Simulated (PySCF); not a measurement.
Method: B3LYP in PySCF with Zr def2-TZVP with ECP28, Cl def2-TZVP; scalar-relativistic core potentials, no spin–orbit coupling; density-fitted integrals. Open shells, if any, are unrestricted.

Q: What shape and geometry does isolated singlet ZrCl4 take (every ligand bound to Zr)?

A: Formally Zr is in oxidation state +4, d0. The polar-tensor charge on Zr, 2.26, is far below the formal one. The lowest minimum found is a singlet of Td symmetry with Zr–Cl 2.336 Å (×4); Cl–Zr–Cl 109.5° (×6). Its harmonic wavenumbers are 99 (e), 110 (t2), 373 (a1), 421 (t2) cm⁻¹ and its dipole moment is 0.00 D.

Other isomers or separated fragments may lie lower.
